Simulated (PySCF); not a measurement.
Isomers of [C14H11]+ (charge +1). The calculation used PySCF 2.14.0, PBE0-D3(BJ)/def2-SVP geometry optimisation, gas phase. One conformer each; no zero-point energy, no entropy. No frequencies were run at this level. Point groups hold within 0.08 Å.

**Question.** Rank from lowest to highest electronic energy at this level (kcal/mol).
A. `C1=CC=C2C(=C1)[CH+]CC1=CC=CC=C12`
B. protonated anthracene (`C1=CC=C2CC3=CC=CC=C3[CH+]C2=C1`)

**Answer.** B (0.0), A (7.6).

```tsv
SMILES	E (Eh)	E rel (kcal/mol)	dipole about centre of mass (D)	point group	A, B, C (MHz)
c1ccc2c(c1)[CH+]c1ccccc1C2	-538.88690	0.0	0.07	C2v	2098, 446.4, 368.9
c1ccc2c(c1)[CH+]Cc1ccccc1-2	-538.87482	7.6	2.78	Cs	1570, 547.8, 407.1
```

**Question.** How do the relative energies change in single points at PBE0/pcSseg-1 (no added dispersion term) on the same geometries?

**Answer.** 
```
                     SMILES  PBE0-D3(BJ)/def2-SVP (kcal/mol)  PBE0/pcSseg-1 (kcal/mol)  shift
 c1ccc2c(c1)[CH+]c1ccccc1C2                              0.0                       0.0    0.0
c1ccc2c(c1)[CH+]Cc1ccccc1-2                              7.6                       8.2   +0.6
```

Each column counts from its own lowest isomer. The order is unchanged; the largest shift is 0.6 kcal/mol.
